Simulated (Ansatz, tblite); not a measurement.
Forces on Rb3F3 at its PBE0-D4/def2-SVP geometry. Charge 0, multiplicity 1.

In the def2 sets Rb takes a core potential; there is no spin–orbit coupling. The xTB rows come from tblite. Another isomer (singlet) lies 0.03 eV lower at PBE0-D4/def2-TZVP; other spin states weren't run for this one.

GFN1-xTB (tblite), largest force 0.28 eV/Å:

```xyz
6
positions Å, forces eV/Å
Rb   -2.432   -1.428   -0.303    0.069    0.063   -0.007
Rb    1.219   -0.442   -0.904    0.196   -0.019   -0.202
Rb    0.455    2.056    1.905   -0.017   -0.063   -0.084
F     2.255    1.556    0.339   -0.147   -0.068    0.058
F    -0.653   -1.896   -1.903   -0.023    0.073    0.159
F    -0.844    0.152    0.866   -0.078    0.015    0.076
```

GFN2-xTB (tblite), largest force 0.32 eV/Å:

```
Rb 0.264 -0.003 -0.164
Rb 0.154 -0.016 -0.154
Rb 0.182 -0.128 -0.235
F -0.276 -0.061 0.106
F -0.095 0.144 0.254
F -0.229 0.064 0.193
```

PBE0-D4/def2-TZVP (Ansatz), largest force 0.30 eV/Å:

```
Rb -0.288 -0.081 0.049
Rb 0.158 -0.058 -0.108
Rb -0.060 0.189 0.223
F 0.211 0.069 -0.065
F 0.048 -0.122 -0.183
F -0.068 0.003 0.084
```
